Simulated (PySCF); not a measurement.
**Which determinant of CaS lies lowest?**

Unrestricted PBE0; Ca x2c-SVPall, S x2c-SVPall; spin-free X2C with a Gaussian nucleus (PySCF 2.14). Outer shells of the fragments: Ca 4s2; S 3s2 3p4.

Followed along the bond (rough minima from three points):

```tsv
2Ms+1	unpaired	⟨S²⟩ at the start	R at minimum (Å)	Te (eV)
1	none	0.00	2.30	0.00
3	σ ↑, π ↑	2.00	2.57	0.79
1	σ ↓, π ↑	1.00	2.57	0.81
3	σ ↑↑	2.00	2.45	1.38
```

Solutions found at the starting distance of 2.575 Å, counted from the lowest of them; the search is not exhaustive and high or unbound solutions are not listed, so other states can lie among these:

```json
{"2Ms+1": "1", "unpaired": "none", "term": "¹Σ⁺", "E (eV)": "0.00", "⟨S²⟩": "0.00", "⟨Lz²⟩": "0.00", "μ (D)": "-10.57"}
{"2Ms+1": "3", "unpaired": "σ ↑, π ↑", "term": "³Π", "E (eV)": "0.36", "⟨S²⟩": "2.00", "⟨Lz²⟩": "1.01", "μ (D)": "-4.26"}
{"2Ms+1": "1", "unpaired": "σ ↓, π ↑", "term": "mixed", "E (eV)": "0.38", "⟨S²⟩": "1.00", "⟨Lz²⟩": "1.01", "μ (D)": "-4.28"}
{"2Ms+1": "3", "unpaired": "σ ↑↑", "term": "³Σ⁺", "E (eV)": "1.01", "⟨S²⟩": "2.00", "⟨Lz²⟩": "0.00", "μ (D)": "-4.18"}
{"2Ms+1": "3", "unpaired": "π ↑↑", "term": "mixed", "E (eV)": "2.31", "⟨S²⟩": "2.00", "⟨Lz²⟩": "2.01", "μ (D)": "-4.13"}
{"2Ms+1": "3", "unpaired": "π ↑↑", "term": "mixed", "E (eV)": "2.36", "⟨S²⟩": "2.00", "⟨Lz²⟩": "2.01", "μ (D)": "-4.16"}
{"2Ms+1": "3", "unpaired": "π ↑, δ ↑", "term": "mixed", "E (eV)": "2.57", "⟨S²⟩": "2.00", "⟨Lz²⟩": "5.01", "μ (D)": "-7.61"}
{"2Ms+1": "1", "unpaired": "π ↑, δ ↓", "term": "mixed", "E (eV)": "2.58", "⟨S²⟩": "1.01", "⟨Lz²⟩": "5.01", "μ (D)": "-7.58"}
{"2Ms+1": "1", "unpaired": "π ↑, δ ↓", "term": "mixed", "E (eV)": "2.59", "⟨S²⟩": "1.01", "⟨Lz²⟩": "4.92", "μ (D)": "-7.52"}
{"2Ms+1": "1", "unpaired": "π ↑↓", "term": "mixed", "E (eV)": "4.08", "⟨S²⟩": "1.01", "⟨Lz²⟩": "2.02", "μ (D)": "3.67"}
```

A term symbol is given only where ⟨S²⟩ and ⟨Lz²⟩ are close to those of a pure state; real π, δ and φ orbitals otherwise mix terms. A positive dipole means Ca(−)S(+).

Problem. Compare the gap between the two lowest followed solutions at the starting distance with the gap between their minima.

Solution. At PBE0 the second solution (triplet, unpaired electrons σ ↑, π ↑) lies +0.36 eV from the first (singlet, closed shell) at 2.575 Å and +0.79 eV at the minima; the two curves relax by different amounts, since their minima lie near 2.57 and 2.30 Å.

The measured ground state is X ¹Σ+ (Huber and Herzberg, Constants of Diatomic Molecules (1979)).

Counting both spins, an empty level lies below a filled one in some of these solutions, because spin and occupation are held.
